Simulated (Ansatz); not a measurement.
A geometry relaxed with PBE0-D3(BJ)/def2-TZVP in Ansatz (a quantum-chemistry and plane-wave program), charge 0, multiplicity 2:

```xyz
5

H     -1.5170    -0.6971     0.1679
H     -0.8719     1.0178    -0.0124
H      2.0994     0.3375    -0.1626
Si     0.9493    -0.6071    -0.0084
C     -0.6588    -0.0460     0.0578
```

Problem. Write the SMILES of this molecule.

Solution. `C=[SiH]`
